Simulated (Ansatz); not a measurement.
One change: `[CH3][SnH2][O]C=N` becomes `N=COC[SeH]`.

Ansatz, PBE0-D4/def2-TZVP geometries, multiplicity 1. Each molecule was computed in one conformer, which needn't be the lowest.

Elements past krypton have def2 core potentials. Scalar relativity is left out up to krypton.

```
                                      property  `[CH3][SnH2][O]C=N`
         HOMO–LUMO gap (B3LYP/def2-TZVPP) / eV                 6.73
size of the dipole moment (PBE/def2-TZVPP) / D                 3.66
            LUMO energy (PBE0/def2-TZVPP) / eV                -0.43
             HOMO energy (PBE/def2-TZVPP) / eV                -6.15
         LUMO energy (ωB97M-V/def2-TZVPP) / eV                 0.98
          HOMO–LUMO gap (PBE0/def2-TZVPP) / eV                 7.21
```

Give the same properties after the change, and the shifts. (An estimate is asked.)

Computed: 
```
                                      property  `N=COC[SeH]`  shift
         HOMO–LUMO gap (B3LYP/def2-TZVPP) / eV          6.31  -0.42
size of the dipole moment (PBE/def2-TZVPP) / D          1.63  -2.03
            LUMO energy (PBE0/def2-TZVPP) / eV         -0.32   0.11
             HOMO energy (PBE/def2-TZVPP) / eV         -5.96   0.19
         LUMO energy (ωB97M-V/def2-TZVPP) / eV          1.51   0.53
          HOMO–LUMO gap (PBE0/def2-TZVPP) / eV          6.83  -0.38
```

With PBE0 the HOMO rises by 0.49 eV and the LUMO rises by 0.11 eV, so the gap narrows by about 0.38 eV. PBE moves the HOMO by 0.19 eV and ωB97M-V by 0.59 eV. Dipoles are sizes alone; their direction can turn.

B3LYP here is the variant with VWN-RPA as its local correlation; programs differ in this.

Spin–orbit coupling is left out; it splits and shifts lone-pair levels of the heavy atoms by tenths of an eV.
